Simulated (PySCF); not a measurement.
Structure problem from calculated spectra and properties.

Formula: C3H10N2Si.

* UV, strongest line: among the 8 lowest singlet transitions: S4 at 5.95 eV (208 nm, f = 0.048) [TDDFT B3LYP/def2-SVPD]
* 13C NMR: chemical shifts (computed TMS as zero) by class: 174.5 (1 C), 63.9 (1 C), 39.9 (1 C) ppm [GIAO PBE0/pcSseg-1]
* UV, first state: lowest singlet excitation: 4.48 eV (276 nm, f = 0.000) [TDDFT B3LYP/def2-SVPD]
* Triplet: lowest triplet excitation (Tamm–Dancoff): 4.18 eV [TDA B3LYP/def2-SVPD]
* NMR, other nuclei: isotropic shieldings of nuclei other than C and H, by class: -82 (1 N), 249 (1 N), 395 (1 Si) ppm [GIAO PBE0/pcSseg-1]
* Rotational structure: rotational constants A, B, C: 3.946, 2.139, 1.856 GHz [GFN2-xTB]
* Polarisability: 79.1 au [B3LYP/def2-SVPD]
* 1H NMR: chemical shifts (computed TMS as zero) by class: 10.89 (1 H), 8.15 (1 H), 4.75 (3 H), 3.60 (2 H), 2.82 (3 H) ppm [GIAO PBE0/pcSseg-1]
* Dipole: 2.32 D [B3LYP/def2-SVPD]

Gas-phase values; electronic properties from PySCF, density fitting. Levels stand in brackets. Geometry: GFN2-xTB, one conformer, isolated molecule. Each NMR value is the plain mean over a class of atoms that symmetry, rotation or inversion makes alike.

Question: Propose a structure and show how it fits.

Answer: Numbering: `[H]/[N:6]=[CH:5]/[CH2:4][N:2]([CH3:1])[SiH3:3]`. Its formula, C3H10N2Si, gives 1 degree of unsaturation: 0 rings and 1 π bond in the structure found. 3 carbons fall into 3 classes; from least to most shielded: imine carbon [C5] (174.5 ppm), sp3 carbon bound to nitrogen [C4] (63.9 ppm), N-methyl carbon [C1] (39.9 ppm). Hydrogen classes from least to most shielded: 1 H on an imine nitrogen, N6 (10.89 ppm), 1 H on an imine carbon, C5 (8.15 ppm), 3 H on an SiH3 silicon, Si3 (4.75 ppm, a mean of values up to 0.6 ppm apart in this geometry), 2 H on an sp3 carbon bound to nitrogen, C4 (3.60 ppm), 3 H on an N-methyl carbon, C1 (2.82 ppm, a mean of values up to 1.2 ppm apart in this geometry). The other shieldings belong to: -82 ppm, imine nitrogen [N6]; 249 ppm, silicon-bound nitrogen [N2]; 395 ppm, SiH3 silicon [Si3]. S1 is mainly HOMO→LUMO (weight 0.98); the largest Löwdin shares of the orbital it empties are 0.50 on the silicon-bound nitrogen, 0.09 on the N-methyl carbon, 0.08 on the SiH3 silicon and 0.06 on the sp3 carbon bound to nitrogen, of the orbital it fills 0.38 on the imine carbon, 0.36 on the imine nitrogen, 0.07 on the sp3 carbon bound to nitrogen and 0.06 on the hydrogen on a C=N carbon. The optimised geometry has point group C1 and is an asymmetric top. Structure: `[H]/N=C/CN(C)[SiH3]`. Computed isomers that give other values at the same levels: `[SiH3]N1CCCN1` (13C chemical shifts (computed TMS as zero) by class: 52.4 (1 C), 51.3 (1 C), 31.5 (1 C) ppm); `C=N[SiH2]CCN` (13C chemical shifts (computed TMS as zero) by class: 170.3 (1 C), 46.1 (1 C), 28.2 (1 C) ppm); `C=NNCC[SiH3]` (13C chemical shifts (computed TMS as zero) by class: 117.5 (1 C), 52.5 (1 C), 14.2 (1 C) ppm). The assignments are read from this structure; whether some other isomer fits the data as well wasn't checked.

The values belong to the conformer `[H]/[N:6]=[CH:5]/[CH2:4][N:2]([CH3:1])[SiH3:3]`: C1–N2–C4–C5 -73°, N2–C4–C5–N6 -5°.
